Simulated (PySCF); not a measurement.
C₈H₇FO₂.
Bonds: C1–O2, O2–C3, C3–C4 (aromatic), C4–C5 (aromatic), C5–C6 (aromatic), C6–C7, C7–O8 (double), C7–F9, C6–C10 (aromatic), C10–C11 (aromatic), C3–C11 (aromatic). Hydrogens: H12, H13, H14 on C1; H15 on C4; H16 on C5; H17 on C10; H18 on C11.

Method: PySCF, PBE0-D3(BJ)/def2-SVP geometry optimisation, gas phase; density fitting, grid level 1; the optimiser is geomeTRIC in internal coordinates, started from a GFN2-xTB structure with every atom displaced at random (about 0.01 Å).

Step 2: E = -15193.5848 eV
```
atom  x, y, z in Å  |  force x, y, z in eV/Å
C1     -3.1542   -0.4693   -0.2404   -0.062  -0.081  -0.010
O2     -2.2371    0.5780   -0.3966    0.195  -0.003   0.048
C3     -0.9290    0.3520   -0.1936   -0.112  -0.013  -0.032
C4     -0.0830    1.4564   -0.3756    0.141   0.100   0.046
C5      1.2838    1.3332   -0.1922   -0.029   0.017  -0.041
C6      1.8371    0.0998    0.1855    0.033  -0.296  -0.297
C7      3.2835   -0.1038    0.3746   -0.060   0.298   0.974
O8      3.8452   -1.0479    0.8305   -0.193  -0.158  -0.399
F9      3.9782    1.0129    0.1160    0.127   0.154  -0.300
C10     0.9896   -0.9981    0.3640   -0.008  -0.053   0.017
C11    -0.3821   -0.8870    0.1750   -0.013   0.039  -0.004
H12    -3.1293   -0.8976    0.7768    0.048   0.017  -0.002
H13    -4.1469   -0.0344   -0.4091   -0.019  -0.026  -0.033
H14    -2.9847   -1.2775   -0.9751    0.005   0.038   0.037
H15    -0.5321    2.4093   -0.6588   -0.016   0.005  -0.015
H16     1.9360    2.1958   -0.3391   -0.007  -0.016  -0.006
H17     1.4315   -1.9543    0.6525   -0.004  -0.004  -0.004
H18    -1.0149   -1.7633    0.3093   -0.027  -0.017   0.021
```

Step 3: E = -15193.6154 eV
```
atom  x, y, z in Å  |  force x, y, z in eV/Å
C1     -3.1449   -0.4755   -0.2310   -0.080   0.014   0.007
O2     -2.2367    0.5776   -0.4046    0.133   0.040   0.023
C3     -0.9291    0.3592   -0.2041    0.002  -0.030   0.015
C4     -0.0801    1.4641   -0.3787   -0.033   0.061  -0.041
C5      1.2839    1.3338   -0.1945   -0.003   0.029   0.026
C6      1.8304    0.0981    0.1848    0.086  -0.042  -0.088
C7      3.2718   -0.0893    0.4088   -0.018  -0.037   0.110
O8      3.8201   -1.0670    0.8045   -0.006   0.047  -0.073
F9      3.9822    1.0177    0.1258   -0.024  -0.018   0.008
C10     0.9854   -1.0036    0.3528   -0.029   0.094   0.051
C11    -0.3848   -0.8815    0.1620   -0.012  -0.045  -0.012
H12    -3.1165   -0.8806    0.7953    0.017   0.016   0.000
H13    -4.1397   -0.0531   -0.4182   -0.021  -0.036  -0.002
H14    -2.9638   -1.2957   -0.9455    0.018  -0.023  -0.021
H15    -0.5272    2.4183   -0.6624   -0.005  -0.002  -0.009
H16     1.9403    2.1951   -0.3342   -0.015  -0.035   0.005
H17     1.4231   -1.9598    0.6449    0.007  -0.015  -0.003
H18    -1.0229   -1.7538    0.2980   -0.016  -0.017   0.003
```

Task: Estimate the geometry and energy of step 4. (The exact step hangs on the optimiser's Hessian estimate; all steps are aligned on step 3, rigid shifts and turns removed.)

Result: E = -15193.6168 eV, largest force 0.109 eV/Å
```
atom  x, y, z in Å  |  force x, y, z in eV/Å
C1     -3.1441   -0.4696   -0.2306   -0.001  -0.012   0.006
O2     -2.2300    0.5800   -0.4083   -0.048  -0.031   0.011
C3     -0.9256    0.3542   -0.2043   -0.075   0.057  -0.028
C4     -0.0825    1.4642   -0.3820    0.082  -0.070   0.018
C5      1.2806    1.3334   -0.1921    0.023   0.066  -0.021
C6      1.8307    0.0974    0.1826   -0.039  -0.053   0.028
C7      3.2697   -0.0909    0.4125    0.048   0.019  -0.078
O8      3.8292   -1.0736    0.7766   -0.053  -0.015   0.009
F9      3.9734    1.0244    0.1476    0.005   0.035   0.033
C10     0.9842   -1.0019    0.3540    0.013  -0.053   0.043
C11    -0.3864   -0.8885    0.1633    0.019   0.070  -0.019
H12    -3.1170   -0.8619    0.8005   -0.006   0.001   0.001
H13    -4.1407   -0.0558   -0.4279    0.012   0.006  -0.005
H14    -2.9548   -1.2981   -0.9341    0.000  -0.008  -0.007
H15    -0.5324    2.4161   -0.6697   -0.001  -0.016   0.004
H16     1.9370    2.1936   -0.3302    0.008   0.004   0.001
H17     1.4246   -1.9574    0.6454    0.007  -0.011   0.001
H18    -1.0243   -1.7617    0.3004    0.006   0.013   0.001
```

The energy changes by -0.0014 eV. The first-order estimate −F·Δx gives -0.0054 eV and the mean of the old and new forces, exact on a quadratic surface, -0.0015 eV. The step makes an angle of 70° with the force vector and moves no atom by more than 0.030 Å.

What follows is the cost of the whole optimisation. Time: 5.6 min; peak memory 0.84 GiB. Hardware: one thread, Arm Neoverse V2 (aarch64), shared host with 96 logical CPUs at a one-minute load of 20.
